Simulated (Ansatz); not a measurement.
Calculation: PBE-D3(BJ)/def2-SVP run with Ansatz (a first-principles code). No frequencies were computed at this level.

Ansatz 0.2 input:
```yaml
crystal:
  periodic: [false, false, false]
  atoms:
    - { symbol: C, position_ang: [0.000009, 0.000004, 2.4832] }
    - { symbol: C, position_ang: [-0.881732, -0.881725, 1.602604] }
    - { symbol: C, position_ang: [-0.011298, -1.769376, 0.711011] }
    - { symbol: C, position_ang: [-0.891118, -2.653748, -0.170106] }
    - { symbol: C, position_ang: [-1.772585, -1.772565, -1.052662] }
    - { symbol: C, position_ang: [-2.653757, -0.89109, -0.170103] }
    - { symbol: C, position_ang: [-1.769375, -0.011281, 0.711014] }
    - { symbol: C, position_ang: [-0.877901, 0.877909, -0.158659] }
    - { symbol: C, position_ang: [0.011303, 1.769379, 0.711005] }
    - { symbol: C, position_ang: [0.891117, 2.653747, -0.170122] }
    - { symbol: C, position_ang: [1.772578, 1.772561, -1.052681] }
    - { symbol: C, position_ang: [2.653756, 0.891089, -0.170125] }
    - { symbol: C, position_ang: [1.76938, 0.011283, 0.711002] }
    - { symbol: C, position_ang: [0.881743, 0.881731, 1.602595] }
    - { symbol: C, position_ang: [0.8779, -0.87791, -0.158662] }
    - { symbol: C, position_ang: [-0.000004, -0.000002, -1.057567] }
    - { symbol: C, position_ang: [-0.889169, -0.889157, -1.930784] }
    - { symbol: C, position_ang: [0.889156, 0.88915, -1.930794] }
    - { symbol: H, position_ang: [-0.624744, 0.624767, 3.126761] }
    - { symbol: H, position_ang: [0.624766, -0.624756, 3.126759] }
    - { symbol: H, position_ang: [-1.514106, -1.514094, 2.237441] }
    - { symbol: H, position_ang: [0.62353, -2.403228, 1.342601] }
    - { symbol: H, position_ang: [-0.264796, -3.296759, -0.793379] }
    - { symbol: H, position_ang: [-1.51461, -3.297616, 0.455195] }
    - { symbol: H, position_ang: [-2.404458, -2.40443, -1.687738] }
    - { symbol: H, position_ang: [-3.296763, -0.26476, -0.793374] }
    - { symbol: H, position_ang: [-3.297631, -1.514576, 0.455198] }
    - { symbol: H, position_ang: [-2.403219, 0.623553, 1.342607] }
    - { symbol: H, position_ang: [-1.512888, 1.5129, -0.789319] }
    - { symbol: H, position_ang: [-0.623521, 2.403232, 1.342597] }
    - { symbol: H, position_ang: [1.514613, 3.297618, 0.455173] }
    - { symbol: H, position_ang: [0.264791, 3.296756, -0.793392] }
    - { symbol: H, position_ang: [2.404447, 2.404424, -1.687764] }
    - { symbol: H, position_ang: [3.297635, 1.514578, 0.45517] }
    - { symbol: H, position_ang: [3.296757, 0.264758, -0.793398] }
    - { symbol: H, position_ang: [2.403228, -0.623548, 1.342592] }
    - { symbol: H, position_ang: [1.514121, 1.514102, 2.237425] }
    - { symbol: H, position_ang: [1.512883, -1.512903, -0.789325] }
    - { symbol: H, position_ang: [-0.264397, -1.512938, -2.575495] }
    - { symbol: H, position_ang: [-1.512945, -0.264377, -2.575492] }
    - { symbol: H, position_ang: [1.512927, 0.264368, -2.575504] }
    - { symbol: H, position_ang: [0.264379, 1.512929, -2.575502] }
basis:
  gaussian: { orbitals: def2-svp }
hamiltonian:
  xc: pbe
  dispersion: d3bj
relax:
  max_steps: 150
  f_tol: 0.02
scf:
  lower_state_search: "off"
```

Output:

```
Functional definition: PBE
these checks for a lower state are left out or cut short: stability, starts, cluster_reference, orbital_swaps, neighbouring_geometries, increment
4236 factors; their error is unknown
mean field evaluation 1: about -18986.5572 eV, gradient 1.1e2 eV
mean field evaluation 2: about -18878.7413 eV, gradient 2.5e2 eV
mean field evaluation 4: about -19020.2010 eV, gradient 1.7e1 eV
mean field evaluation 8: about -19020.8460 eV, gradient 4.1e-1 eV
mean field evaluation 16: about -19020.5964 eV, gradient 2.7e-4 eV
mean field -19020.59643824 eV, -698.9940264821 hartree, gradient 1.9e-6 eV, S^2 0.000000; 0 other end points of the search recorded, 0 dependent functions left out
reference -19020.59648622 eV, -698.9940282452 hartree; 66, 66 occupied and 306, 306 virtual orbitals, 4236 factors
relax step   1: F+E_penalty+E_count = -19022.40447079 eV  Δ(F+E_penalty+E_count) = +0.000e0 eV  max|allowed force component| = 7.963e-1 eV/Å  Δτ_max = 0.0000 Å  (21 SCF iters, accepted)
these checks for a lower state are left out or cut short: stability, starts, cluster_reference, orbital_swaps, neighbouring_geometries, increment
4236 factors; their error is unknown
mean field evaluation 32: about -19020.8006 eV, gradient 5.3e-6 eV
mean field -19020.80064662 eV, -699.0015310016 hartree, gradient 5.3e-6 eV, S^2 0.000000; 0 other end points of the search recorded, 0 dependent functions left out
reference -19020.80069504 eV, -699.0015327809 hartree; 66, 66 occupied and 306, 306 virtual orbitals, 4236 factors
relax step   2: F+E_penalty+E_count = -19022.58767809 eV  Δ(F+E_penalty+E_count) = -1.832e-1 eV  max|allowed force component| = 1.996e-1 eV/Å  Δτ_max = 0.0356 Å  (22 SCF iters, accepted)
these checks for a lower state are left out or cut short: stability, starts, cluster_reference, orbital_swaps, neighbouring_geometries, increment
4236 factors; their error is unknown
mean field -19020.83055656 eV, -699.0026301715 hartree, gradient 4.8e-6 eV, S^2 0.000000; 0 other end points of the search recorded, 0 dependent functions left out
reference -19020.83060510 eV, -699.0026319555 hartree; 66, 66 occupied and 306, 306 virtual orbitals, 4236 factors
relax step   3: F+E_penalty+E_count = -19022.60859573 eV  Δ(F+E_penalty+E_count) = -2.092e-2 eV  max|allowed force component| = 9.611e-2 eV/Å  Δτ_max = 0.0168 Å  (22 SCF iters, accepted)
these checks for a lower state are left out or cut short: stability, starts, cluster_reference, orbital_swaps, neighbouring_geometries, increment
4236 factors; their error is unknown
mean field -19020.83207455 eV, -699.0026859566 hartree, gradient 4.8e-6 eV, S^2 0.000000; 0 other end points of the search recorded, 0 dependent functions left out
reference -19020.83212312 eV, -699.0026877415 hartree; 66, 66 occupied and 306, 306 virtual orbitals, 4236 factors
relax step   4: F+E_penalty+E_count = -19022.60953484 eV  Δ(F+E_penalty+E_count) = -9.391e-4 eV  max|allowed force component| = 1.350e-2 eV/Å  Δτ_max = 0.0042 Å  (23 SCF iters, accepted)
Total energy: -19022.60958341 eV, -699.0680082024 hartree
Atom 0 at     0.000009     0.000004     2.505978 Å, force    -0.000000    -0.000000    -0.013503 eV/Å
Atom 1 at    -0.888301    -0.888294     1.623544 Å, force    -0.007553    -0.007553     0.008993 eV/Å
Atom 2 at    -0.017636    -1.790362     0.717317 Å, force     0.008500     0.002896     0.002854 eV/Å
Atom 3 at    -0.901517    -2.677099    -0.173913 Å, force     0.004013     0.003459     0.003206 eV/Å
Atom 4 at    -1.791374    -1.791353    -1.064776 Å, force     0.001985     0.001985    -0.000865 eV/Å
Atom 5 at    -2.677108    -0.901489    -0.173910 Å, force     0.003459     0.004013     0.003206 eV/Å
Atom 6 at    -1.790361    -0.017618     0.717320 Å, force     0.002896     0.008500     0.002854 eV/Å
Atom 7 at    -0.885211     0.885219    -0.150042 Å, force    -0.010615     0.010615    -0.006400 eV/Å
Atom 8 at     0.017641     1.790365     0.717310 Å, force    -0.008500    -0.002896     0.002854 eV/Å
Atom 9 at     0.901516     2.677098    -0.173929 Å, force    -0.004013    -0.003459     0.003206 eV/Å
Atom 10 at     1.791367     1.791349    -1.064795 Å, force    -0.001985    -0.001985    -0.000865 eV/Å
Atom 11 at     2.677107     0.901488    -0.173932 Å, force    -0.003459    -0.004013     0.003206 eV/Å
Atom 12 at     1.790366     0.017620     0.717307 Å, force    -0.002896    -0.008500     0.002854 eV/Å
Atom 13 at     0.888312     0.888300     1.623535 Å, force     0.007553     0.007553     0.008993 eV/Å
Atom 14 at     0.885210    -0.885220    -0.150045 Å, force     0.010615    -0.010615    -0.006400 eV/Å
Atom 15 at    -0.000004    -0.000002    -1.076742 Å, force    -0.000000    -0.000000    -0.002165 eV/Å
Atom 16 at    -0.898860    -0.898848    -1.943964 Å, force     0.007979     0.007979    -0.003612 eV/Å
Atom 17 at     0.898847     0.898841    -1.943974 Å, force    -0.007979    -0.007979    -0.003612 eV/Å
Atom 18 at    -0.631693     0.631717     3.167556 Å, force     0.001974    -0.001974    -0.002620 eV/Å
Atom 19 at     0.631716    -0.631706     3.167554 Å, force    -0.001974     0.001974    -0.002620 eV/Å
Atom 20 at    -1.531678    -1.531666     2.263819 Å, force     0.000592     0.000592    -0.001498 eV/Å
Atom 21 at     0.629325    -2.429197     1.359107 Å, force    -0.001998     0.001816    -0.000598 eV/Å
Atom 22 at    -0.264706    -3.335348    -0.803914 Å, force    -0.002003     0.002548     0.001419 eV/Å
Atom 23 at    -1.531272    -3.342422     0.455741 Å, force     0.002617     0.003273    -0.000914 eV/Å
Atom 24 at    -2.431123    -2.431094    -1.709596 Å, force     0.002661     0.002661     0.000378 eV/Å
Atom 25 at    -3.335352    -0.264670    -0.803909 Å, force     0.002548    -0.002003     0.001419 eV/Å
Atom 26 at    -3.342437    -1.531237     0.455744 Å, force     0.003273     0.002617    -0.000914 eV/Å
Atom 27 at    -2.429188     0.629348     1.359113 Å, force     0.001816    -0.001998    -0.000598 eV/Å
Atom 28 at    -1.527943     1.527955    -0.795131 Å, force     0.001587    -0.001587    -0.000368 eV/Å
Atom 29 at    -0.629315     2.429202     1.359103 Å, force     0.001998    -0.001816    -0.000598 eV/Å
Atom 30 at     1.531275     3.342424     0.455719 Å, force    -0.002617    -0.003273    -0.000914 eV/Å
Atom 31 at     0.264701     3.335345    -0.803928 Å, force     0.002003    -0.002548     0.001419 eV/Å
Atom 32 at     2.431112     2.431088    -1.709622 Å, force    -0.002661    -0.002661     0.000378 eV/Å
Atom 33 at     3.342441     1.531239     0.455716 Å, force    -0.003273    -0.002617    -0.000914 eV/Å
Atom 34 at     3.335346     0.264668    -0.803934 Å, force    -0.002548     0.002003     0.001419 eV/Å
Atom 35 at     2.429197    -0.629343     1.359098 Å, force    -0.001816     0.001998    -0.000598 eV/Å
Atom 36 at     1.531694     1.531674     2.263803 Å, force    -0.000592    -0.000592    -0.001498 eV/Å
Atom 37 at     1.527938    -1.527958    -0.795137 Å, force    -0.001587     0.001587    -0.000368 eV/Å
Atom 38 at    -0.261481    -1.524714    -2.607293 Å, force    -0.002430     0.000524     0.000945 eV/Å
Atom 39 at    -1.524721    -0.261461    -2.607290 Å, force     0.000524    -0.002430     0.000945 eV/Å
Atom 40 at     1.524703     0.261452    -2.607302 Å, force    -0.000524     0.002430     0.000945 eV/Å
Atom 41 at     0.261463     1.524705    -2.607300 Å, force     0.002430    -0.000524     0.000945 eV/Å
Dipole moment:     0.000000     0.000000     0.011437 e Å
Checks for a lower state left out: stability, starts, cluster_reference, orbital_swaps, neighbouring_geometries, increment
```

Cost: about 2.8 core-minutes (a rough figure).
